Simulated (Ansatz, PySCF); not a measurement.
System: BSiH₂F₂, charge 0, multiplicity 2. SMILES: FB(F)[SiH2]
Geometry: optimised at B3LYP-D3(BJ)/def2-TZVP (Ansatz, a first-principles code).

Wanted: atomisation energy, in kcal/mol. Set-up: atomisation electronic, to ground-state atoms; no spin-orbit coupling; frozen cores in correlated levels; no dispersion term unless named; UHF or UKS for open shells; non-relativistic; 6-311+G** with 5d, 6d on Na to Ar in Ansatz; six Cartesian d functions in 6-31G* and its kin unless marked 5d. CBS(X,Y): correlation extrapolated as X^-3; Hartree-Fock from the larger set. First-principles rows: single points at B3LYP-D3(BJ) geometries (Ansatz).

Coupled cluster (Ansatz) is a level with limits of its own, used here on species with T1 under 0.025 (0.045 for open shells) and stable references: CCSD(T)/CBS(aug-cc-pV(T+d)Z,aug-cc-pV(Q+d)Z).

Value to compare with, CCSD(T)/CBS(aug-cc-pV(T+d)Z,aug-cc-pV(Q+d)Z) (Ansatz): 523.3 kcal/mol.

| level | program | atomisation energy (kcal/mol) | difference |
|---|---|---|---|
| SVWN5/6-31G* | Ansatz | 608.4 | 85.1 |
| PBE0/6-31G* | Ansatz | 523.9 | 0.6 |
| M06-2X/6-311+G** | PySCF | 516.1 | -7.2 |
| MP2/3-21G | Ansatz | 453.4 | -69.9 |
| MP2/6-311+G** | Ansatz | 503.5 | -19.8 |
| B3PW91/6-31G* (5d) | PySCF | 522.5 | -0.8 |
| PBE/def2-TZVPD | Ansatz | 532.1 | 8.8 |
| r2SCAN-D4/def2-TZVPD | Ansatz + dftd4 | 530.6 | 7.3 |
| wB97X-V/def2-TZVPD | Ansatz | 524.3 | 1.0 |

Among the 6 habitual levels, SVWN5/6-31G* lies farthest from CCSD(T)/CBS(aug-cc-pV(T+d)Z,aug-cc-pV(Q+d)Z) (Ansatz) (85.1 kcal/mol); 2 of 6 lie above it, and their mean absolute difference is 30.6 kcal/mol, the median 13.5. One case shows no general order.

The levels are drawn from those run, B3LYP/6-31G* more often than the rest, none by its result; left out are runs that failed, that the program found above a lower state of the same kind, or whose <S^2> lies over 0.5 above the pure value.
